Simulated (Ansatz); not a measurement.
Mg₅⁻. The state is a doublet with charge -1. Geometry B3LYP/def2-SVPD.

```xyz
5

Mg   -0.648    1.839   -2.826
Mg   -1.739   -1.884    2.284
Mg   -0.928   -0.021   -0.213
Mg    1.954    0.981   -1.007
Mg    1.361   -0.916    1.762
```

At PBE/def2-SVPD, PBE/def2-TZVPD the highest occupied level of the charge -1 doublet lies above zero (up to 0.13 eV). By energy differences its removal costs 1.37 eV (vertical, to the charge 0 singlet, at PBE/def2-TZVPD); a positive level beside a positive removal energy at the same level points to self-interaction error. The structure comes from a short search, and lower isomers may exist.

Question: Estimate the α-spin orbital energies around the gap (eV) in Ansatz with PBE/def2-SVPD, PBE/def2-TZVPD, r2SCAN/def2-TZVPD, PBE0/def2-SVPD, PBE0/def2-TZVPD.

Answer: 
| orbital | PBE/def2-SVPD | PBE/def2-TZVPD | r2SCAN/def2-TZVPD | PBE0/def2-SVPD | PBE0/def2-TZVPD |
| --- | --- | --- | --- | --- | --- |
| HOMO−5 | -3.73 | -3.71 | -4.03 | -4.84 | -4.83 |
| HOMO−4 | -2.59 | -2.58 | -2.80 | -3.46 | -3.45 |
| HOMO−3 | -1.71 | -1.70 | -1.84 | -2.40 | -2.40 |
| HOMO−2 | -0.82 | -0.82 | -0.88 | -1.32 | -1.32 |
| HOMO−1 | -0.61 | -0.62 | -0.64 | -1.08 | -1.10 |
| HOMO | 0.10 | 0.13 | -0.12 | -0.37 | -0.33 |
| LUMO | 0.63 | 0.66 | 0.67 | 1.03 | 1.07 |
| LUMO+1 | 0.64 | 0.67 | 0.67 | 1.06 | 1.10 |
| LUMO+2 | 1.00 | 1.03 | 1.01 | 1.40 | 1.44 |
| LUMO+3 | 1.03 | 1.06 | 1.11 | 1.45 | 1.49 |
| LUMO+4 | 1.53 | 1.56 | 1.67 | 2.00 | 2.04 |
| LUMO+5 | 1.60 | 1.63 | 1.71 | 2.04 | 2.07 |
| β HOMO | -0.54 | -0.55 | -0.59 | -1.02 | -1.04 |
| β LUMO | 0.59 | 0.62 | 0.66 | 1.06 | 1.10 |
